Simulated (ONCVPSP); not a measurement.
**What one change does to a pseudopotential (Tl (Z = 81), ONCV)**

- Element: thallium (Tl)
- Generator: ONCVPSP 4.0.1
- Type: optimised norm-conserving Vanderbilt (ONCV)
- Functional: PBE
- Relativity: scalar-relativistic
- Frozen core: [Xe] 4f14
- Valence charge: 13
- Reference configuration: 5d10 6s2 (charge +1)
- Partial waves: 6s: rc 2.05 bohr, ncon 4, nbas 9, qcut 2.8 1/bohr, 2 projectors, debl 0.9 Ha; p scattering state at 0.14 Ha: rc 2.10 bohr, ncon 4, nbas 7, qcut 4 1/bohr, 2 projectors, debl 3.9 Ha; 5d: rc 1.75 bohr, ncon 4, nbas 9, qcut 8.5 1/bohr, 3 projectors, debl 3.6 Ha
- Local potential: polynomial inside 1.35 bohr (lpopt 4, dvloc0 0 Ha)
- Core correction: none

In the p channel the program set the typed energies aside and used 0.050, 3.950 Ha.

Change: p: qcut 4.9.

Cutoffs: the cutoffs (Ha) at which the residual kinetic energy of the hardest occupied pseudo-wave falls to 1 and 0.1 mHa per electron; they do not see the model core or the augmentation charge, which bear on the density cutoff. Errors are all-electron minus pseudo energies relative to the spin-unpolarised reference configuration.

Problem. Predict the effect on cutoff, ghosts and configuration errors.

Solution. The potential gets neither clearly harder nor softer (24 Ha and 52 Ha → 24 Ha and 52 Ha); the bound ghosts move from s to p, s; the number of tests with a reliable result goes from 4 to 2; the range in which the p phases agree widens (upper end 3.1 → at the end of the scan).

```csv
quantity,base,changed
"cutoff, loose",24 Ha,24 Ha
"cutoff, tight",52 Ha,52 Ha
bound ghosts,s,"s, p"
GHOST(+) flags under 300 eV,p at 87.8 eV,none
tests with a reliable result,4 of 4,2 of 4
"error for 5d10 6s1, meV [ΔE 20.78 eV]",-2.2,-2.2
"error for 5d10 6s0, meV [ΔE 50.92 eV]",+21,+21
s: phases at 2.08 bohr within 0.05 rad from the reference energy up to (Ha; the scan ends near 5),3.4,3.4
p: phases at 2.13 bohr within 0.05 rad from the reference energy up to (Ha; the scan ends near 5),3.1,to the end of the scan
d: phases at 1.77 bohr within 0.05 rad from the reference energy up to (Ha; the scan ends near 5),to the end of the scan,to the end of the scan
```

 A true bound ghost makes a file unfit for plane-wave use even where its test errors are small: the radial tests pick states by their node count and pass the ghost by.
